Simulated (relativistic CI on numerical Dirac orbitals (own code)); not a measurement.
Computed by Dirac-Coulomb-Breit CI, KLI orbitals optimised for each configuration, model QED, unscaled Slater integrals (own radial code, finite nucleus).

CI space (outside the closed core [Ne]): 3s²3p⁶3d, 3s²3p⁵3d², 3s3p⁶3d², 3s²3p⁶4s, 3s²3p⁶4p, 3s²3p⁶4d, 3s²3p⁶4f, 3s²3p⁵3d4s, 3s²3p⁶5s, 3s²3p⁶5p, 3s²3p⁵3d4p, 3s²3p⁶5d, 3s²3p⁶5f, 3s²3p⁶5g, 3s²3p⁵3d4d, 3s3p⁶3d4s, 3s²3p⁶6s, 3s²3p⁶6p, 3s²3p⁶6d, 3s²3p⁵3d4f, 3s3p⁶3d4p, 3s²3p⁶7s, 3s²3p⁶7p, 3s3p⁶4s², 3p⁶3d³, 3p⁵3d⁴. Double excitations out of closed p, d and f shells are left out; levels of such configurations are missing from the list, as are those of other unlisted configurations, and high levels can miss mixing partners. These lack a partner that the ground configuration has and come out too high: 3s²3p⁵3d4s, 3s²3p⁵3d4p, 3s²3p⁵3d4d, 3s²3p⁵3d4f.

At this charge energies of transitions that change n are usually good to better than 1 %, and those within a shell (Δn = 0) to a few per cent.

Outline of the computed level scheme of Zn XII. Lowest level of each configuration: 3s²3p⁶3d ²D3/2 at 0.000 eV; 3s²3p⁵3d² ⁴D°1/2 at 64.090 eV.

Some strong electric-dipole decays among the lowest 45 levels: 3s²3p⁵3d² ²P°1/2 → 3s²3p⁶3d ²D3/2 (4.6e+11 s⁻¹); 3s²3p⁵3d² ²P°3/2 → 3s²3p⁶3d ²D5/2 (4.2e+11 s⁻¹); 3s²3p⁵3d² ²F°7/2 → 3s²3p⁶3d ²D5/2 (2.3e+11 s⁻¹); 3s²3p⁵3d² ²F°5/2 → 3s²3p⁶3d ²D3/2 (2.2e+11 s⁻¹); 3s²3p⁵3d² ²P°3/2 → 3s²3p⁶3d ²D3/2 (4.7e+10 s⁻¹); 3s²3p⁵3d² ²F°5/2 → 3s²3p⁶3d ²D5/2 (7.2e+09 s⁻¹); 3s²3p⁵3d² ²F°5/2 → 3s²3p⁶3d ²D3/2 (4.8e+09 s⁻¹); 3s²3p⁵3d² ²F°7/2 → 3s²3p⁶3d ²D5/2 (4.3e+09 s⁻¹).

LS names give the leading component of a level, which can be under half, so a name can repeat, a term be missing and a line seem to break the LS rules.
